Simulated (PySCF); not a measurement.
# Bond curve of Sn₂

Set-up: basis Sn x2c-TZVPPall; spin-free X2C with a Gaussian nucleus; PySCF 2.14. Energies in eV from Sn + Sn in their ground configurations at the same level. All curves are PBE0. state 1: ³Σg⁻ (triplet), unpaired electrons π ↑↑; state 2: Ms = 0 determinant of mixed spin (⟨S²⟩ near 1.0), unpaired electrons π ↑↓, a mixture of terms (⟨Lz²⟩ = 2.0), a second solution, started from another occupation; state 3: ³Πu (triplet), unpaired electrons σ ↑, π ↑, a second solution, started from another occupation; state 4: Ms = 0 determinant of mixed spin (⟨S²⟩ near 1.0), unpaired electrons σ ↓, π ↑, a second solution, started from another occupation.

```tsv
R (Å)	state 1	state 2	state 3	state 4
2.371	-1.497	-1.302	-1.739	-1.559
2.481	-2.028	-1.840	-2.062	-1.880
2.592	-2.318	-2.136	-2.181	-1.997
2.674	-2.419	-2.242	-2.177	-1.991
2.757	-2.446	-2.273	-2.116	-1.928
2.840	-2.415	-2.246	-2.014	-1.825
2.950	-2.309	-2.144	-1.834	-1.643
3.088	-2.103	-1.944	-1.567	-1.375
3.253	-1.795	-1.641	-1.220	-1.029
3.474	-1.342	-1.193	-0.758	-0.571
```

Problem. Put a parabola through the three lowest points of the state 1 curve and estimate Re, k and ωe (reduced mass 59.95 u; 1 eV/Å² = 0.16022 mdyn/Å; ωe = 1302.8·√(k/μ) cm⁻¹).

Solution. Through R = 2.674, 2.757, 2.84 Å the second-order coefficient is 4.21 eV/Å², so Re ≈ 2.754 Å, k ≈ 1.35 mdyn/Å and ωe ≈ 195 cm⁻¹. A polynomial fit of higher order to the unrounded PBE0 energies gives Re = 2.750 Å, k = 1.36 mdyn/Å, ωe = 197 cm⁻¹; anharmonicity and rounding make the difference.

The higher-order fit for each curve: state 1: Re = 2.750 Å, ωe = 197 cm⁻¹, De = 2.45 eV; state 2: Re = 2.756 Å, ωe = 195 cm⁻¹, minimum 2.27 eV below the ground-state fragments; state 3: Re = 2.627 Å, ωe = 212 cm⁻¹, minimum 2.19 eV below the ground-state fragments; state 4: Re = 2.625 Å, ωe = 212 cm⁻¹, minimum 2.00 eV below the ground-state fragments.

Closed-shell solutions of metal pairs were not tested for spin polarisation, which can lower them a little. These are scalar-relativistic numbers at best; spin–orbit coupling would shift them, the dissociation energy most. The state is the lowest determinant that a PBE0 search found; another state may lie lower at other levels.
